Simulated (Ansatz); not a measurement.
`C=CS[SiH2]N` + `[OH][Ti]([Cl])([Cl])[Cl]` → `C=C[O][Ti]([Cl])([Cl])[Cl]` + `N[SiH2]S`  (substitution at a C–S bond)

Program: Ansatz. Geometries: PBE0-D4/def2-TZVP. ΔE: electronic, gas phase. CCSD(T)/CBS adds triple-zeta CCSD(T) − MP2 to the extrapolated MP2 energy (def2 sets, frozen cores). DFT in def2-TZVPP. For Ti outer-core shells are correlated without core-valence functions, which leaves a few kJ/mol of doubt a bond. Scalar relativity is left out up to krypton. Each species was taken in one conformer, which may not be the lowest.

```csv
level,ΔE (kcal/mol)
PBE0-D4,1.7
ωB97X-V,1.8
r2SCAN,1.1
HF/def2-TZVPP,-0.9
MP2/def2-TZVPP,2.1
HF/def2-QZVPP,-0.9
MP2/CBS(def2),3.2
CCSD/CBS(def2),2.2
```

**Question.** What does CCSD(T)/CBS give? (Estimate.)

**Answer.** The calculation gave: +1.9 kcal/mol. The listed levels differ from it by -0.2, -0.1, -0.8, -2.8, 0.2, -2.8, 1.3, 0.3 kcal/mol.

Largest T1 diagnostic among the species: 0.024, so the coupled-cluster value is less sure than usual.

In def2-TZVPP, CCSD(T) changes the Hartree–Fock value by +1.8 kcal/mol (the triples alone add −0.3 kcal/mol) and MP2 by +3.0 kcal/mol.
